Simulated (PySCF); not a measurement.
## Bismuth: highly charged ions in a basis for the neutral atom

Bi(9+) [Xe] 4f14 5d6, Bi(10+) [Xe] 4f14 5d5. Computed with PySCF 2.14 in cc-pVTZ-PP with ECP60MDF, with a scalar-relativistic core potential. No spin-orbit coupling, so a gap to NIST mixes the basis error with missing relativistic terms.

Changed run: basis of the neutral atom used for a highly charged ion. This setting is unsound on purpose.

| species | method | sound run (hartree) | changed run (hartree) | converged |
| --- | --- | --- | --- | --- |
| Bi(9+) | UHF | not run | -191.43469 | yes |
| Bi(9+) | TPSS | not run | -192.03227 | yes |
| Bi(9+) | PBE | not run | -192.05530 | yes |
| Bi(10+) | UHF | not run | -185.49798 | yes |
| Bi(10+) | TPSS | not run | -186.03467 | yes |
| Bi(10+) | PBE | not run | -186.05331 | yes |

Ionisation energy of Bi(9+):

```json
{"method": "UHF", "changed run (eV)": "161.55", "NIST (eV)": "161.1 ± 2.2"}
{"method": "TPSS", "changed run (eV)": "163.20", "NIST (eV)": "161.1 ± 2.2"}
{"method": "PBE", "changed run (eV)": "163.32", "NIST (eV)": "161.1 ± 2.2"}
```

The contracted functions were made for the neutral atom and can be too rigid for a highly charged ion.
